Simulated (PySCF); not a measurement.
## Structure from 2D NMR

Compound of formula C5H8O3Si. Correlations simulated from computed shifts and the bond graph:

HSQC (one-bond C–H):
```csv
δH,δC
9.51,191.4
3.93,70.4
3.55,59.4
```

COSY cross peaks (H two or three bonds apart, from the bond graph; peaks can be absent where the dihedral angle is near 90°):
```csv
δH,δH
4.01,3.93
```

HMBC (two and three bonds, from the bond graph):
```csv
δH,δC
9.51,"193.4, 70.4, 45.7"
4.01,"70.4, 45.7"
3.93,"193.4, 191.4, 59.4, 45.7"
3.55,70.4
```

Carbons without hydrogens: δ 193.4, 45.7.

PySCF 2.14.0 with density-fitted response routines calculation with GIAO PBE0/pcSseg-1 shieldings and geometry from GFN2-xTB; one conformer, averaged over atoms made equivalent by symmetry, fast rotation or ring inversion, gas phase, non-relativistic.

Scale: ¹H (σ = 31.72 ppm), ¹³C (σ = 186.93 ppm) against TMS (reference shieldings calculated alike).

Exchangeable hydrogens are left out of these lists.

**Question.** Work out the connectivity.

**Answer.** `CO[C@@H]([SiH3])C(=C=O)C=O`.

Atoms are numbered as in `[CH3:1][O:2][C@@H:3]([SiH3:4])[C:5](=[C:6]=[O:7])[CH:8]=[O:9]` (H(Xn): hydrogen on atom n).

1. δC 193.4 is C6, a central carbon of a ketene.
2. δC 191.4 is C8, an aldehyde carbonyl carbon (δH 9.51).
3. δC 70.4 is C3, an allylic sp3 CH bonded to O and Si (δH 3.93).
4. δC 59.4 is C1, a methyl carbon bonded to O (δH 3.55).
5. δC 45.7 is C5, a terminal carbon of a ketene.
6. HMBC from δH 9.51 reaches the proton-free carbons C6, C5.
7. HMBC from δH 4.01 reaches the proton-free carbon C5.
8. HMBC from δH 3.93 reaches the proton-free carbons C6, C5.
9. COSY links 4.01–3.93.

The data come from this structure; uniqueness wasn't tested.

Shifts are as computed. Against solution values, carbons near 30 ppm lie about +3 ppm off and those near 130 ppm about +5 ppm. Of 1211 compounds with measured shifts, 218 miss one by over three times the rms of a fit or turn the order of signals round; such compounds aren't used in these exercises.
